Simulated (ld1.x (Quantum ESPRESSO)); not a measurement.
# arsenic (As): one change to a TM semilocal potential, before and after

```
Element                 : As
Generator               : ld1.x (Quantum ESPRESSO) 7.5
Type                    : norm-conserving Troullier–Martins (semilocal form)
Functional              : LDA (PZ)
Relativity              : scalar-relativistic
Frozen core             : [Ar] 3d10
Valence charge          : 5
Reference configuration : 4s2 4p3
Partial waves           : 4p (bound): rc 1.45 bohr; 4s (bound): rc 1.70 bohr
Local potential         : the s channel
Core correction         : none
```

Change: wave 4s (bound): rc 1.70 bohr becomes 4s (bound): rc 2.18 bohr.

Cutoffs: the cutoffs (Ry, on a coarse ladder) from which the occupation-weighted sum of valence levels, in a spherical-Bessel basis at the reference potential, stays within 10 and 1 mRy of its value at 400 Ry; they do not see the model core or the augmentation charge, which bear on the density cutoff. Errors are all-electron minus pseudo energies relative to the spin-unpolarised reference configuration.

**Question.** Predict the effect on cutoff, ghosts and configuration errors.

**Answer.** The potential gets neither clearly harder nor softer (45 Ry and 80 Ry → 40 Ry and 80 Ry); the p channel sets the loose cutoff, while the largest relative change is in s, which becomes softer; of the 9 tests that both files solve, the error grows in 4 and shrinks in 2 by more than 15 % and 0.3 meV (median size 41.3 → 41.4 meV); neither file shows a bound ghost. A semilocal file is local in each channel, so a ghost entry of none says nothing of the separable form that plane-wave codes build from it.

```csv
quantity,base,changed
"cutoff, loose",45 Ry,40 Ry
"cutoff, tight",80 Ry,80 Ry
loose cutoff by channel (10 mRy a level),"p 15 Ry, s 18 Ry","p 15 Ry, s 12 Ry"
bound ghosts,none,none
"error for 4s2 4p2, meV [ΔE 9.33 eV]",+3.0,+5.4
"error for 4s2 4p1, meV [ΔE 27.49 eV]",+24,+41
"error for 4s2 4p0, meV [ΔE 55.53 eV]",+94,+157
"error for 4s0 4p5, meV [ΔE 19.21 eV]",+41,+0.3
"error for 4s1 4p0, meV [ΔE 106.64 eV]",+446,+467
"error for 4s1 4p3, meV [ΔE 19.49 eV]",+19,+5.4
"error for 4s2 4p2.5, meV [ΔE 3.64 eV]",+0.3,+0.7
"error for 4s2 4p3 (spin-polarised), meV [ΔE -1.32 eV]",+172,+176
"error for 4s2 4p2 (spin-polarised), meV [ΔE 8.60 eV]",+118,+123
```
